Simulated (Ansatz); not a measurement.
Reactions of CHFGaN, SMILES `N#[C][GaH][F]`.

Isolated molecules relaxed with PBE0-D4/def2-TZVP in Ansatz; ΔE leaves out vibrations. CBS: MP2 limit from def2 TZ/QZ plus the TZ coupled-cluster correction, frozen cores. This one scheme is used for every species, atoms too. DFT in def2-TZVPP. B3LYP here is the variant with VWN-RPA as its local correlation; programs differ in this. No spin–orbit coupling; open shells (•) take unrestricted orbitals. Spin–orbit coupling would lower the free atoms: a little for C, F; clearly for Ga. For Ga outer-core shells are correlated without core-valence functions, so the limit isn't a true one: a few kJ/mol of doubt a bond, and 10 to 20 or more in all where bonds break to atoms. Scalar relativity is left out up to krypton.

| reaction | CCSD(T)/CBS(def2) (kJ/mol) |
| --- | --- |
| `N#[C][GaH][F]` → C• + F• + Ga• + H• + N• | 1916 |
| `N#[C][GaH][F]` + HCl → `N#[C][GaH][Cl]` + H–F | -36 |
| `N#[C][GaH][F]` + H₂ → `N#[C][GaH2]` + H–F | 64 |
| `N#[C][GaH][F]` + `CBF` → `[CH3][GaH][F]` + `N#CBF` | ? |

Question: Fill in the missing values. (Estimate.)

Answer: Computed: `N#[C][GaH][F]` + `CBF` → `[CH3][GaH][F]` + `N#CBF`: +12.1 kJ/mol.

Largest T1 diagnostic: 0.015, for `N#CBF`.
